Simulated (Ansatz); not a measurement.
Isolated molecules relaxed with PBE0-D4/def2-TZVP in Ansatz; ΔE leaves out vibrations. CCSD(T)/CBS is the MP2 limit (def2-TZVPP, def2-QZVPP) plus CCSD(T) − MP2 in def2-TZVPP, frozen cores. This one scheme is used for every species. DFT in def2-TZVPP. B3LYP here is the variant with VWN-RPA as its local correlation; programs differ in this. Each species was taken in one conformer, which may not be the lowest.

Consider the formal exchange of groups at the Si–F bond: `F[SiH2]O[SiH2]F` + SiH₄ → `F[SiH2]O[SiH2][SiH3]` + H–F.

`F[SiH2]O[SiH2]F`:

Z-matrix (Å, degrees):
```
Si
O 1 1.622
F 1 1.593 2 109.2
H 1 1.476 2 108.4 3 117.3
H 1 1.477 2 110.2 3 -118.0
Si 2 1.622 1 153.0 3 46.0
F 6 1.593 2 109.2 1 46.2
H 6 1.476 2 108.4 1 163.6
H 6 1.477 2 110.2 1 -71.8
```

SiH₄:

Z-matrix (Å, degrees):
```
Si
H 1 1.485
H 1 1.485 2 109.5
H 1 1.485 2 109.5 3 -120.0
H 1 1.485 2 109.5 3 120.0
```

`F[SiH2]O[SiH2][SiH3]`:

Z-matrix (Å, degrees):
```
Si
O 1 1.617
F 1 1.594 2 109.7
H 1 1.481 2 110.3 3 -117.5
H 1 1.476 2 108.8 3 117.6
Si 2 1.648 1 146.3 3 74.5
Si 6 2.346 2 111.3 1 26.3
H 6 1.487 2 108.9 1 -95.3
H 6 1.486 2 107.6 1 147.3
H 7 1.488 6 109.0 2 -179.2
H 7 1.488 6 110.5 2 -59.5
H 7 1.488 6 110.8 2 61.0
```

H–F:

Z-matrix (Å, degrees):
```
F
H 1 0.920
```

```tsv
level	ΔE (kJ/mol)
PBE0-D4	142.0
ωB97X-V	160.8
PBE	142.0
PBE0	147.8
B3LYP	170.4
CCSD(T)/def2-TZVPP	161.2
MP2/def2-QZVPP	166.4
SCS-MP2/def2-QZVPP	172.8
```

What does CCSD(T)/CBS give? (Best estimate.)

Computed: +158.9 kJ/mol. The listed levels differ from it by -16.9, 1.9, -16.9, -11.1, 11.5, 2.3, 7.5, 13.9 kJ/mol.

Largest T1 diagnostic among the species: 0.012.

From PBE to PBE0 (25 % exact exchange), in def2-TZVPP and without D4, ΔE moves by +5.8 kJ/mol. The D4 term adds −10.0 kJ/mol with B3LYP and −5.8 kJ/mol with PBE0; it sums over pairs of atoms, weighted by their polarisabilities, and B3LYP, whose exchange is more repulsive, gets the larger term.
